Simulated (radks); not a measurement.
Results of a calculation; reference values are marked as such.
All-electron atom: Nd4+ in [Kr] 4d10 4f2 5s2 5p5.5 6s0.5 (fractional occupations, a model configuration).

Code: a radial shooting solver on a logarithmic mesh with Libxc functionals. Model: Dirac Kohn-Sham, PBEsol, spin-unpolarised, spherical densities, finite nucleus; open shells fill j = l - 1/2 first; Fermi nuclear charge, rms radius 4.9123 fm.

Energy parts (hartree):
| part | energy |
|---|---|
| total | -9622.3638 |
| kinetic | 10376.0551 |
| electron-nucleus | -23404.9608 |
| Hartree | 3624.1427 |
| exchange-correlation | -217.6008 |

Orbitals (lengths in bohr, moments of r in powers of bohr; r(max) is where P^2 peaks):
[
 {"orbital": "1s1/2", "occ.": "2", "eigenvalue (hartree)": "-1594.615", "<1/r>": "66.02", "<r^4>": "1.528e-06", "r(max)": "0.01510", "<r^2>": "0.0007604"},
 {"orbital": "2s1/2", "occ.": "2", "eigenvalue (hartree)": "-259.5160", "<1/r>": "15.63", "<r^4>": "0.0002484", "r(max)": "0.08569", "<r^2>": "0.01198"},
 {"orbital": "2p1/2", "occ.": "2", "eigenvalue (hartree)": "-245.6595", "<1/r>": "15.61", "<r^4>": "0.0001553", "r(max)": "0.06510", "<r^2>": "0.008756"},
 {"orbital": "2p3/2", "occ.": "4", "eigenvalue (hartree)": "-226.5645", "<1/r>": "14.03", "<r^4>": "0.0001969", "r(max)": "0.07054", "<r^2>": "0.01001"},
 {"orbital": "3s1/2", "occ.": "2", "eigenvalue (hartree)": "-57.93671", "<1/r>": "5.660", "<r^4>": "0.009951", "r(max)": "0.2441", "<r^2>": "0.08105"},
 {"orbital": "3p1/2", "occ.": "2", "eigenvalue (hartree)": "-52.01474", "<1/r>": "5.575", "<r^4>": "0.009182", "r(max)": "0.2309", "<r^2>": "0.07605"},
 {"orbital": "3p3/2", "occ.": "4", "eigenvalue (hartree)": "-48.20482", "<1/r>": "5.179", "<r^4>": "0.01098", "r(max)": "0.2427", "<r^2>": "0.08341"},
 {"orbital": "3d3/2", "occ.": "4", "eigenvalue (hartree)": "-37.87554", "<1/r>": "5.049", "<r^4>": "0.008231", "r(max)": "0.1942", "<r^2>": "0.06766"},
 {"orbital": "3d5/2", "occ.": "6", "eigenvalue (hartree)": "-37.05218", "<1/r>": "4.949", "<r^4>": "0.008700", "r(max)": "0.1975", "<r^2>": "0.06974"},
 {"orbital": "4s1/2", "occ.": "2", "eigenvalue (hartree)": "-13.12046", "<1/r>": "2.364", "<r^4>": "0.2476", "r(max)": "0.5646", "<r^2>": "0.4130"},
 {"orbital": "4p1/2", "occ.": "2", "eigenvalue (hartree)": "-10.87898", "<1/r>": "2.261", "<r^4>": "0.2858", "r(max)": "0.5717", "<r^2>": "0.4377"},
 {"orbital": "4p3/2", "occ.": "4", "eigenvalue (hartree)": "-10.03917", "<1/r>": "2.130", "<r^4>": "0.3394", "r(max)": "0.5965", "<r^2>": "0.4772"},
 {"orbital": "4d3/2", "occ.": "4", "eigenvalue (hartree)": "-6.34424", "<1/r>": "1.918", "<r^4>": "0.4961", "r(max)": "0.6110", "<r^2>": "0.5548"},
 {"orbital": "4d5/2", "occ.": "6", "eigenvalue (hartree)": "-6.19374", "<1/r>": "1.886", "<r^4>": "0.5236", "r(max)": "0.6190", "<r^2>": "0.5700"},
 {"orbital": "5s1/2", "occ.": "2", "eigenvalue (hartree)": "-3.13596", "<1/r>": "0.9615", "<r^4>": "6.700", "r(max)": "1.280", "<r^2>": "2.164"},
 {"orbital": "5p1/2", "occ.": "2", "eigenvalue (hartree)": "-2.47657", "<1/r>": "0.8704", "<r^4>": "9.842", "r(max)": "1.379", "<r^2>": "2.596"},
 {"orbital": "5p3/2", "occ.": "3.5", "eigenvalue (hartree)": "-2.33434", "<1/r>": "0.8272", "<r^4>": "11.62", "r(max)": "1.440", "<r^2>": "2.824"},
 {"orbital": "4f5/2", "occ.": "2", "eigenvalue (hartree)": "-1.94036", "<1/r>": "1.422", "<r^4>": "2.136", "r(max)": "0.6336", "<r^2>": "0.9856"},
 {"orbital": "4f7/2", "occ.": "0", "eigenvalue (hartree)": "-1.92123", "<1/r>": "1.411", "<r^4>": "2.203", "r(max)": "0.6377", "<r^2>": "1.001"},
 {"orbital": "5d3/2", "occ.": "0", "eigenvalue (hartree)": "-1.40089", "<1/r>": "0.6434", "<r^4>": "31.72", "r(max)": "1.761", "<r^2>": "4.560"},
 {"orbital": "5d5/2", "occ.": "0", "eigenvalue (hartree)": "-1.38273", "<1/r>": "0.6350", "<r^4>": "33.21", "r(max)": "1.783", "<r^2>": "4.669"},
 {"orbital": "6s1/2", "occ.": "0.5", "eigenvalue (hartree)": "-1.15083", "<1/r>": "0.4377", "<r^4>": "133.8", "r(max)": "2.823", "<r^2>": "9.851"},
 {"orbital": "6p1/2", "occ.": "0", "eigenvalue (hartree)": "-0.95702", "<1/r>": "0.3906", "<r^4>": "210.1", "r(max)": "3.159", "<r^2>": "12.33"},
 {"orbital": "6p3/2", "occ.": "0", "eigenvalue (hartree)": "-0.92424", "<1/r>": "0.3768", "<r^4>": "238.3", "r(max)": "3.275", "<r^2>": "13.16"},
 {"orbital": "5f5/2", "occ.": "0", "eigenvalue (hartree)": "-0.64476", "<1/r>": "0.3655", "<r^4>": "297.5", "r(max)": "3.127", "<r^2>": "14.00"},
 {"orbital": "5f7/2", "occ.": "0", "eigenvalue (hartree)": "-0.64333", "<1/r>": "0.3646", "<r^4>": "300.9", "r(max)": "3.139", "<r^2>": "14.09"},
 {"orbital": "7s1/2", "occ.": "0", "eigenvalue (hartree)": "-0.59663", "<1/r>": "0.2508", "<r^4>": "1287", "r(max)": "5.335", "<r^2>": "31.04"}
]

The highest occupied level is 6s1/2 at -31.316 eV. The configuration is held as typed, so some empty levels lie below it. Summed over all electrons, <r^2> = 36.97 bohr^2, which gives a Langevin (diamagnetic) susceptibility term of -29.3 x 10^-6 cm^3/mol.
